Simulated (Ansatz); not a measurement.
Gas-phase electronic energies from Ansatz, PBE0-D4/def2-TZVP geometries. CCSD(T)/CBS adds triple-zeta CCSD(T) − MP2 to the extrapolated MP2 energy (def2 sets, frozen cores). This one scheme is used for every species. Functionals use def2-TZVPP. B3LYP here is the variant with VWN-RPA as its local correlation; programs differ in this. def2 core potentials past Kr. For Nb outer-core shells are correlated without core-valence functions, which leaves a few kJ/mol of doubt a bond. One conformer a species, not always the lowest.

Reaction (ligand exchange at the Nb–O bond): `[NH2][Nb]([OH])(=[S])[Cl]` + NH₃ → `[NH2][Nb]([NH2])(=[S])[Cl]` + H₂O

```tsv
species	B3LYP energy (Eh)
`[NH2][Nb]([OH])(=[S])[Cl]`	-1047.52665
NH₃	-56.58862
`[NH2][Nb]([NH2])(=[S])[Cl]`	-1027.62868
H₂O	-76.46667
```

Problem. Work out ΔE.

Solution. ΔE = (-1027.62868) + (-76.46667) − (-1047.52665) − (-56.58862) = 0.01992 Eh = +52.3 kJ/mol. CCSD(T)/CBS gives +43.1 kJ/mol.

Largest T1 diagnostic among the species: 0.023, so the coupled-cluster value is less sure than usual.

The D4 term adds −3.2 kJ/mol with B3LYP and −1.9 kJ/mol with PBE0; it sums over pairs of atoms, weighted by their polarisabilities, and B3LYP, whose exchange is more repulsive, gets the larger term. At CCSD(T), def2-SVP lies +7.0 kJ/mol from the extrapolated value and def2-TZVPP +2.1 kJ/mol. Leaving LDA and LC-ωPBE aside and taking each functional with its dispersion term where it has one, the values, not all of them listed here, spread over 8.4 kJ/mol, from PBE-QIDH to B97M-V.
